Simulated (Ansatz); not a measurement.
Reaction (cleavage of the Si–Al bond): `F[SiH2][AlH][GeH3]` + `CO[SiH2]S` → `CO[SiH2]S[SiH2]F` + `[AlH2][GeH3]`

Calculated with Ansatz (gas phase, PBE0-D4/def2-TZVP geometries, no zero-point term in ΔE). CCSD(T)/CBS adds triple-zeta CCSD(T) − MP2 to the extrapolated MP2 energy (def2 sets, frozen cores). This one scheme is used for every species. Functionals use def2-TZVPP. B3LYP here is the variant with VWN-RPA as its local correlation; programs differ in this. For Ge outer-core shells are correlated without core-valence functions, which leaves a few kJ/mol of doubt a bond. Scalar relativity is left out up to krypton. Each species was taken in one conformer, which may not be the lowest.

Problem. Is it downhill or uphill in electronic energy at CCSD(T)/CBS, and by how much? (Estimate.)

Solution. Ansatz gave: Downhill: ΔE = -18.6 kcal/mol.

Problem. What do these levels give: r2SCAN-D4, PBE0-D4, B3LYP-D4, ωB97X-V, B2PLYP, r2SCAN, MP2/def2-TZVPP, CCSD/def2-TZVPP, CCSD(T)/def2-TZVPP, SCS-MP2/def2-QZVPP, HF/CBS(def2), MP2/CBS(def2)? (An estimate is asked.)

Solution. The calculation gave: r2SCAN-D4 -18.5, PBE0-D4 -17.0, B3LYP-D4 -18.6, ωB97X-V -18.6, B2PLYP -17.9, r2SCAN -18.1, MP2/def2-TZVPP -21.1, CCSD/def2-TZVPP -17.8, CCSD(T)/def2-TZVPP -18.2, SCS-MP2/def2-QZVPP -20.2, HF/CBS(def2) -18.2, MP2/CBS(def2) -21.5 kcal/mol.

Largest T1 diagnostic among the species: 0.012.

The D4 term adds −2.9 kcal/mol with B3LYP and −1.6 kcal/mol with PBE0; it sums over pairs of atoms, weighted by their polarisabilities, and B3LYP, whose exchange is more repulsive, gets the larger term. From PBE to PBE0 (25 % exact exchange), in def2-TZVPP and without D4, ΔE moves by −1.4 kcal/mol.
